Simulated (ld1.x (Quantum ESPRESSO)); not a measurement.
**Scattering properties, ultrasoft potential for hydrogen (H)**

H (Z = 1), ultrasoft, made with ld1.x (Quantum ESPRESSO) 7.5 (PBE, scalar-relativistic). Core none, reference 1s0.5 (charge +0.5). Waves: 1s (bound): rcut 0.90, rcutus 1.00 bohr; 1s channel at 2.9 Ry: rcut 0.90, rcutus 1.00 bohr; 2p channel at 0.05 Ry: rcut 0.90, rcutus 1.10 bohr. Local part: all-electron potential smoothed inside 0.90 bohr (lloc = -2). Core correction: none. Augmentation charge: PSQ, radius 0.70 bohr.

The phase is arctan(r·u′/u) with u = r·R(r), unwrapped; energies in Ry, scanned from -3 to 5 Ry. A pole is an energy at which the radial function vanishes at the test radius. The pseudo phase is shifted by a multiple of π to meet the all-electron one at the reference energy, and phase errors are pseudo minus all-electron; the curves can meet again beyond the range given. Levels narrower than the energy grid can be missing from the lists of poles.

Question: For each channel, where are the poles, and over which energies does the pseudopotential scatter like the atom?

Answer:

```
channel  radius (bohr)  reference energy (Ry)  poles, all-electron  poles, pseudo  unbroken range about the reference energy with phases within 0.05 rad  phase error 1 Ry above the reference energy (rad)
      s           1.20                  -0.93                 2.52           2.52                                                        the whole range                                             +0.000
      p           1.20                   0.05                 none           none                                                        the whole range                                             +0.000
```

Phases in the p channel:

```tsv
E (Ry)	all-electron	pseudo
-3.00	1.158	1.158
-2.52	1.135	1.135
-2.04	1.109	1.109
-1.56	1.078	1.078
-1.08	1.042	1.042
-0.60	0.999	0.999
-0.12	0.946	0.946
0.36	0.879	0.879
0.84	0.796	0.796
1.32	0.688	0.689
1.80	0.547	0.548
2.28	0.364	0.365
2.76	0.134	0.136
3.24	-0.133	-0.130
3.72	-0.405	-0.399
4.20	-0.645	-0.640
4.68	-0.840	-0.834
```
